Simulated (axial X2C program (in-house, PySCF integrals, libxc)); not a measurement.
## InSn along the bond: B97-3, 2c

Computed with an axial X2C code built on PySCF integrals. Two-component (2c) means X2C with spin–orbit coupling and atomic mean-field two-electron Coulomb and Gaunt terms. Basis: Sn dyall-cv3z [11s12p9d4f1g], In dyall-cv3z [11s12p9d4f1g] (cores contracted in-house); Gaussian nuclei, density fitting, unrestricted open shells. Masses: Sn 119.902 u, In 114.904 u.

State: Ω = 3/2 (⟨Sz⟩ = 1.48, ⟨Lz⟩ = 0.02 at B97-3). Dipoles are positive if In is the positive end.

| R (Å) | μ (D) | HOMO (eV) | LUMO (eV) |
| --- | --- | --- | --- |
| 2.480 | 0.777 | -5.09 | -3.14 |
| 2.594 | 1.010 | -5.10 | -3.04 |
| 2.680 | 1.209 | -5.00 | -2.96 |
| 2.765 | 1.425 | -4.90 | -2.90 |
| 2.851 | 1.654 | -4.80 | -2.83 |
| 2.951 | 1.936 | -4.69 | -2.77 |
| 3.051 | 2.227 | -4.60 | -2.72 |
| 3.179 | 2.609 | -4.48 | -2.66 |
| 3.336 | 3.074 | -4.35 | -2.61 |

Q: The minimum lies at 2.888 Å. What is the dipole moment there, and its slope?

A: At B97-3, 2c, with the sign and origin stated: μ = 1.76 D, dμ/dR = 2.81 D/Å.

One determinant describes the state; a PBE0 search over occupations chose it and may have missed a lower one. Density functionals use the spin component along the axis (collinear). Other states lie close and PBE0, whose exact exchange favours high spin, may order them wrongly; the determinant shown need not be the ground state. The nearest other 2c determinant of the search, Ω = 1/2, lies 0.35 eV up at the distance of the search. With several unpaired electrons one determinant need not be a pure state. This is the top spin component of a Σ state; components of lower Ω are not single determinants and can lie lower.
